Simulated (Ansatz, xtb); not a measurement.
# BH5N2Si: 6 structures ranked

6 gas-phase structures of BH5N2Si, found in a search over its isomers (lower ones may exist). Each was relaxed with GFN2-xTB; where two conformers were screened, the lower at r2SCAN-D4/def2-SVP is listed:

A. `NBN=[SiH2]`, a singlet
B. a singlet given by its coordinates
C. `[H]/N=[SiH]\NB`, a singlet
D. a singlet given by its coordinates
E. `B/N=[SiH]/N`, a singlet
F. `B1N[SiH2]N1`, a singlet

B (Å):

```xyz
9

B    -1.8460   -1.0249   -0.5130
N     1.6581    0.9212   -0.4634
N    -0.5991   -0.9003   -0.5278
Si    1.1125   -0.7133   -0.5343
H     1.6208   -1.3631    0.6725
H     1.5228    1.4386    0.3906
H     1.5945   -1.2490   -1.8056
H    -2.9832   -1.1283   -0.5088
H     1.4874    1.5239   -1.2520
```

Close contacts (Å): B1–N3 1.25, N2–Si4 1.72, N3–Si4 1.72, B1–H8 1.14, N2–H6 1.01, N2–H9 1.01, Si4–H5 1.46, Si4–H7 1.46.

D (Å):

| atom | x (Å) | y (Å) | z (Å) |
| --- | --- | --- | --- |
| B | -0.1870 | -1.1588 | 2.1845 |
| N | 0.0235 | -1.1639 | 0.8258 |
| N | -0.8040 | -0.7576 | -1.9680 |
| Si | 0.2299 | -1.3597 | -0.7533 |
| H | 0.3165 | -0.3207 | 2.8426 |
| H | -0.8758 | -1.9764 | 2.6834 |
| H | 1.3081 | -2.0593 | -1.4213 |
| H | -0.4953 | -0.5852 | -2.9101 |
| H | -1.6367 | -0.2411 | -1.7405 |

Close contacts (Å): B1–N2 1.37, N2–Si4 1.60, N3–Si4 1.70, B1–H5 1.18, B1–H6 1.18, N3–H8 1.01, N3–H9 1.01, Si4–H7 1.45.

Problem. Which do you expect lowest at r2SCAN-D4/def2-SVP, and how would the others follow?

Solution. Calculated order at r2SCAN-D4/def2-SVP: F (0.0), B (17.5), A (29.1), D (37.5), C (43.0), E (46.7) kcal/mol.

Energies above the lowest of each column, in kcal/mol; the last columns are at PBE0-D3(BJ)/def2-SVP geometries and were run for some of them only (a dash: not run or not comparable):

| structure | GFN2-xTB | HF/STO-3G | r2SCAN-D4/def2-SVP | PBE0-D3(BJ)/def2-SVP | CCSD(T)/def2-TZVP |
| --- | --- | --- | --- | --- | --- |
| F | 0.0 | 0.0 | 0.0 | 0.0 | 0.0 |
| B | 6.3 | 26.2 | 17.5 | 22.3 | 16.3 |
| A | 9.7 | 63.1 | 29.1 | – | – |
| D | 16.2 | 75.1 | 37.5 | – | – |
| C | 13.8 | 77.1 | 43.0 | – | – |
| E | 17.9 | 87.6 | 46.7 | – | – |

Every level run on F puts it lowest or level with the lowest. Some further structures that were screened fall inside this span and aren't listed. Flexible structures stand in one conformer each, not always the lowest. Frequencies (PBE0-D3(BJ)/def2-SVP) were run for B, F alone.

Over these structures GFN2-xTB departs from r2SCAN-D4/def2-SVP by 8.5 kcal/mol on average once a common shift is removed. A GFN2-xTB relaxation took about 0.15 s and the r2SCAN-D4/def2-SVP energy about 1.1 s on a shared host (Ansatz 0.2.0, xtb 6.7.1).
